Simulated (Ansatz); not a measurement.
Computed with Ansatz on PBE0-D4/def2-TZVP structures; ΔE is electronic, products minus reactants. CCSD(T)/CBS is the MP2 limit (def2-TZVPP, def2-QZVPP) plus CCSD(T) − MP2 in def2-TZVPP, frozen cores. This one scheme is used for every species, atoms too. No spin–orbit coupling; open shells (•) take unrestricted orbitals. Spin–orbit coupling would lower the free atoms: a little for C, S, Si. One conformer a species, not always the lowest.

Reaction (atomization): `C#CSS[SiH2]C` → 3 C• + 6 H• + 2 S• + Si•

`C#CSS[SiH2]C`:

```xyz
12

C     1.159   -0.918   -3.354
C     0.671    0.044   -2.814
S     0.055    1.436   -2.120
S    -1.305    0.717   -0.730
Si    0.086    0.461    0.897
C    -0.879   -0.213    2.343
H     1.583   -1.770   -3.829
H     0.696    1.779    1.210
H     1.149   -0.477    0.459
H    -0.213   -0.356    3.198
H    -1.673    0.474    2.642
H    -1.329   -1.177    2.097
```

```
       species  CCSD(T)/def2-TZVPP energy (Eh)
`C#CSS[SiH2]C`                     -1202.19140
            C•                       -37.78103
            H•                        -0.49981
            S•                      -397.64674
           Si•                      -288.92770
```

(1) Work out ΔE.

Largest T1 diagnostic among the species: 0.013.

Results:

(1) ΔE = 6 × (-0.49981) + 3 × (-37.78103) + 2 × (-397.64674) + (-288.92770) − (-1202.19140) = 1.62827 Eh = +1021.8 kcal/mol. CCSD(T)/CBS gives +1053.8 kcal/mol.

From PBE to PBE0 (25 % exact exchange), in def2-TZVPP and without D4, ΔE moves by −19.8 kcal/mol: exact exchange takes away binding that semilocal exchange gives to molecules. In def2-TZVPP, CCSD(T) changes the Hartree–Fock value by +268.0 kcal/mol (the triples alone add +20.7 kcal/mol) and MP2 by +290.0 kcal/mol; breaking electron pairs costs correlation energy, which Hartree–Fock lacks.

For atomizations the MP2-based limit and the directly extrapolated one differ by several kJ/mol either way, and by 10 to 25 for some Ge, Se and Sn compounds, so smaller differences from it don't rank the levels.
